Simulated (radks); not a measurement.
All-electron atom: the antimony ion Sb3+ in [Kr] 4d10 5s2 (the NIST ground configuration). Calculated with a radial shooting solver on a logarithmic mesh with Libxc functionals: scalar-relativistic Kohn-Sham, PBEsol, spin-unpolarised, spherical densities, point nucleus.

Local quantities along the radius. ELF = 1/(1 + alpha^2) is the electron localisation function; alpha = (tau - tau_W)/tau_unif compares the Pauli kinetic energy density with that of the uniform gas. tau is taken from the large components.

| r (bohr) | ELF | alpha |
|---|---|---|
| 0.002289 | 0.999 | 0.02493 |
| 0.002644 | 0.999 | 0.02594 |
| 0.003053 | 0.999 | 0.02727 |
| 0.003526 | 0.999 | 0.02900 |
| 0.00404 | 0.999 | 0.03110 |
| 0.004666 | 0.999 | 0.03395 |
| 0.005388 | 0.999 | 0.03765 |
| 0.006223 | 0.998 | 0.04251 |
| 0.00713 | 0.998 | 0.04856 |
| 0.008234 | 0.997 | 0.05714 |
| 0.009509 | 0.995 | 0.06895 |
| 0.01098 | 0.993 | 0.08560 |
| 0.01258 | 0.988 | 0.1081 |
| 0.01453 | 0.980 | 0.1430 |
| 0.01678 | 0.963 | 0.1960 |
| 0.01938 | 0.928 | 0.2783 |
| 0.0222 | 0.863 | 0.3981 |
| 0.02564 | 0.742 | 0.5903 |
| 0.02961 | 0.573 | 0.8628 |
| 0.0342 | 0.417 | 1.183 |
| 0.03918 | 0.332 | 1.420 |
| 0.04525 | 0.323 | 1.449 |
| 0.05226 | 0.394 | 1.239 |
| 0.06036 | 0.526 | 0.9490 |
| 0.06915 | 0.652 | 0.7305 |
| 0.07986 | 0.736 | 0.5996 |
| 0.09223 | 0.754 | 0.5718 |
| 0.1065 | 0.698 | 0.6578 |
| 0.122 | 0.566 | 0.8752 |
| 0.1409 | 0.396 | 1.234 |
| 0.1628 | 0.317 | 1.468 |
| 0.188 | 0.378 | 1.282 |
| 0.2153 | 0.536 | 0.9302 |
| 0.2487 | 0.693 | 0.6661 |
| 0.2872 | 0.763 | 0.5573 |
| 0.3317 | 0.741 | 0.5907 |
| 0.38 | 0.596 | 0.8229 |
| 0.4389 | 0.316 | 1.473 |
| 0.5069 | 0.187 | 2.083 |
| 0.5854 | 0.312 | 1.485 |
| 0.6707 | 0.590 | 0.8330 |
| 0.7745 | 0.747 | 0.5823 |
| 0.8945 | 0.760 | 0.5616 |
| 1.033 | 0.692 | 0.6670 |
| 1.184 | 0.567 | 0.8741 |
| 1.367 | 0.410 | 1.198 |
| 1.579 | 0.303 | 1.516 |
| 1.823 | 0.280 | 1.605 |
| 2.089 | 0.328 | 1.433 |
| 2.412 | 0.428 | 1.155 |
| 2.786 | 0.533 | 0.9353 |
| 3.217 | 0.601 | 0.8152 |
| 3.686 | 0.614 | 0.7932 |
| 4.257 | 0.561 | 0.8849 |
| 4.916 | 0.422 | 1.170 |
| 5.677 | 0.223 | 1.867 |

On this mesh the ELF has minima near r = 0.045, 0.16, 0.51, 1.8 bohr, which separate the shells, and maxima near 0.092 (0.75), 0.29 (0.76), 0.89 (0.76), 3.7 (0.61).
